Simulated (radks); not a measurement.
The numbers below are computed, except where a source is named.
Species: the gold ion Au5+. Configuration: [Xe] 4f14 5d6. Level of theory: scalar-relativistic Kohn-Sham, SCAN, spin-polarised, spherical densities, finite nucleus; open shells are filled with parallel spins first (spin-orbit coupling, left out, can overturn this in heavy ions); meta-GGA in the generalised Kohn-Sham scheme; Fermi nuclear charge, rms radius 5.4371 fm (a radial shooting solver on a logarithmic mesh with Libxc functionals). Some entries of the table are withheld. Estimate them.

orbital  occ.  eigenvalue (eV)  r(max) (bohr)
1s up       1        -80911.27        0.01042
1s down     1        -80911.26        0.01042
2s up       1        -14363.32        0.06013
2s down     1        -14363.05        0.06012
2p up       3        -12425.18        0.04981
2p down     3        -12424.91        0.04981
3s up       1        -3456.761         0.1694
3s down     1        -3456.644         0.1694
3p up       3        -2891.343         0.1688
3p down     3        -2891.194         0.1688
3d up       5        -2285.717         0.1378
3d down     5        -2285.447         0.1378
4s up       1        -811.9015         0.3827
4s down     1        -811.3815         0.3828
4p up       3        -625.6099         0.4026
4p down     3        -625.1300         0.4027
4d up       5        -401.0269         0.4102
4d down     5        -400.4744         0.4104
5s up       1              (1)         0.8473
5s down     1              (2)         0.8422
4f up       7        -152.6913         0.3759
4f down     7        -151.9713         0.3759
5p up       3        -131.2823         0.9498
5p down     3        -126.9087         0.9444
5d up       5         -72.2946          1.149
5d down     1         -67.8824          1.139

Answer. 
(1) 5s up eigenvalue (eV): -181.3182
(2) 5s down eigenvalue (eV): -177.5405
